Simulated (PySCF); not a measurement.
CH₇FN₂Si, SMILES N[Si](C)(F)N. The structure is a stationary point at PBE0-D3(BJ)/def2-SVP. The structure was generated by enumeration, and PubChem lists no compound with its InChIKey, so it may never have been made. Other conformers were not sampled.

Computed equilibrium geometry at PBE0-D3(BJ)/def2-SVP (PySCF confirms it by a frequency run) as bond lengths and angles (one conformer of several):
Atoms: C1 Si2 N3 N4 F5 H6 H7 H8 H9 H10 H11 H12. Bonds (Å): C1–Si2 1.863, C1–H6 1.102, C1–H7 1.101, C1–H8 1.101, Si2–N3 1.710, Si2–N4 1.715, Si2–F5 1.637, N3–H9 1.013, N3–H10 1.013, N4–H11 1.012, N4–H12 1.012. Angles (°): Si2–C1–H6 111.3, Si2–C1–H7 111.4, Si2–C1–H8 110.4, H6–C1–H7 108.1, H6–C1–H8 107.4, H7–C1–H8 108.1, C1–Si2–N3 108.4, C1–Si2–N4 118.9, C1–Si2–F5 105.0, N3–Si2–N4 107.0, N3–Si2–F5 114.7, N4–Si2–F5 103.1, Si2–N3–H9 120.1, Si2–N3–H10 121.4, H9–N3–H10 111.8, Si2–N4–H11 120.7, Si2–N4–H12 121.3, H11–N4–H12 112.2.
